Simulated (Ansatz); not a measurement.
hydrogen fluoride (hydrogen fluoride), singlet, at a GFN2-xTB geometry; MP2/aug-cc-pVDZ in Ansatz (a quantum-chemistry and plane-wave program).

The Ansatz input:
Ansatz 0.2 input:
```yaml
crystal:
  periodic: [false, false, false]
  atoms:
    - {symbol: F, position_ang: [-0.00000000, -0.00000000, -0.09325170]}
    - {symbol: H, position_ang: [0.00000000, 0.00000000, 0.83926531]}
basis:
  gaussian:
    orbitals: aug-cc-pVDZ
magnetization: {spin_polarized: false}
correlation: {method: mp2}
```

The log (banner, timings and long lists left out):

```
Functional definition: HF
292 factors; integrals over basis functions are off by at most 1.2e-3 eV
mean field evaluation 1: about -2721.0533 eV, gradient 2.4e1 eV
mean field evaluation 2: about -2721.0532 eV, gradient 2.4e1 eV
mean field evaluation 4: about -2722.0201 eV, gradient 1.2e0 eV
mean field evaluation 8: about -2722.0249 eV, gradient 5.3e-5 eV
mean field -2722.02489351 eV, -100.0325697817 hartree, gradient 9.6e-7 eV, S^2 0.000000; 0 other end points of the search recorded, 0 dependent functions left out
1 core orbitals not correlated
reference -2722.02489351 eV, -100.0325697817 hartree; 4, 4 occupied and 27, 27 virtual orbitals, 292 factors
second order -6.07278001 eV of doubles, -0.00000000 eV of singles
Total energy: -2728.09767352 eV, -100.2557403309 hartree
```
